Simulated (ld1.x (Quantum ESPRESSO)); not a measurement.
PBE PAW dataset for vanadium, scalar-relativistic all-electron reference.

| Property | Result |
| --- | --- |
| Element | V (Z = 23) |
| Generator | ld1.x (Quantum ESPRESSO) 7.5 |
| Type | PAW |
| Functional | PBE |
| Relativity | scalar-relativistic |
| Frozen core | [Ne] |
| Valence charge | 13 |
| Reference configuration | 3s2 3p6 3d3 4s1 4p0 (charge +1) |
| Partial waves | 3s (bound): rcut 1.55, rcutus 1.70 bohr; 4s (bound): rcut 1.55, rcutus 1.70 bohr; 3p (bound): rcut 1.40, rcutus 1.80 bohr; 4p (bound, empty): rcut 1.40, rcutus 1.80 bohr; 3d (bound): rcut 1.90, rcutus 2.15 bohr; 3d channel at -0.6 Ry: rcut 1.90, rcutus 2.15 bohr |
| Local potential | all-electron potential smoothed inside 1.60 bohr (lloc = -1) |
| Core correction | a·sin(br)/r model core, default radius (core density twice the valence density) |
| Augmentation charge | BG, radius 1.45 bohr |

Calculated quality:

| Item | Value |
| --- | --- |
| Cutoffs needed | 30 Ry and 45 Ry (the cutoffs (Ry, on a coarse ladder) from which the occupation-weighted sum of valence levels, in a spherical-Bessel basis at the reference potential, stays within 10 and 1 mRy of its value at 400 Ry) |
| Ghost test | no extra level below or beside the all-electron valence levels (s, p, d, f tested) (spherical-Bessel basis up to 400 Ry, 20 bohr box) |
| Configuration tests | 1 of 7 tests not solved or not reliable; not counted: 3s2 3p6 3d1 4s0 4p0 (solver errors, printed error -974 eV) |
| Lowest eigenvalue of the overlap operator | 0.00 (s channel) |

Generation and tests took about 2.3 s on one core of a shared server CPU.
